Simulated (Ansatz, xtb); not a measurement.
## A geometry optimisation of GeH6SSi with r2SCAN-D4/def2-SVP

The starting geometry of this gas-phase singlet has its atoms placed at random.

```xyz
9

Ge   -0.7282    1.3174   -0.7051
S    -0.1866   -1.0938   -1.3147
Si   -0.1822    1.0864    1.5126
H     0.2731   -2.3246   -0.6786
H     0.5292    0.4802    2.3796
H    -2.2576    1.0725    0.0237
H    -1.3689    0.1277    1.2857
H     0.3755    1.9380   -1.5736
H     0.0792   -0.8208    2.2183
```

Q: One run relaxed it with r2SCAN-D4/def2-SVP. What is a likely outcome?

A: It ends as `[SiH3][GeH2][SH]`. Distances that change by over a tenth: Ge1–S2 (2.55 → 2.25 Å), Ge1–H6 (1.71 → 1.54 Å), Si3–H5 (1.27 → 1.50 Å). Contacts that close: Si3–H9 (2.05 → 1.49 Å).

The energy falls by 7.86 eV over 23 steps:

```json
{"step": "1", "E − E(last) (eV)": "7.860"}
{"step": "3", "E − E(last) (eV)": "3.502"}
{"step": "6", "E − E(last) (eV)": "1.150"}
{"step": "8", "E − E(last) (eV)": "0.205"}
{"step": "11", "E − E(last) (eV)": "0.072"}
{"step": "13", "E − E(last) (eV)": "0.055"}
{"step": "16", "E − E(last) (eV)": "0.010"}
{"step": "18", "E − E(last) (eV)": "0.004"}
{"step": "21", "E − E(last) (eV)": "0.000"}
{"step": "23", "E − E(last) (eV)": "0.000"}
```

Final geometry (Å):

```yaml
atoms:
  - { symbol: Ge, position_ang: [-0.5346, 0.7580, -0.5678] }
  - { symbol: S, position_ang: [-0.9343, -1.1944, -1.6017] }
  - { symbol: Si, position_ang: [-0.3170, 0.3248, 1.7622] }
  - { symbol: H, position_ang: [0.1843, -1.7906, -1.1311] }
  - { symbol: H, position_ang: [0.0247, 1.5634, 2.5266] }
  - { symbol: H, position_ang: [-1.7715, 1.6044, -0.9012] }
  - { symbol: H, position_ang: [-1.6007, -0.2381, 2.2747] }
  - { symbol: H, position_ang: [0.7110, 1.4360, -1.1704] }
  - { symbol: H, position_ang: [0.7716, -0.6805, 1.9566] }
```

From the same start GFN2-xTB reaches the same bonding as this run.

From so rough a start the end depends on the optimiser's path, so another program may land elsewhere. The end wasn't checked by frequencies. Run with Ansatz 0.2.0, 51 s on 2 threads of Arm Neoverse V2, on a shared host.
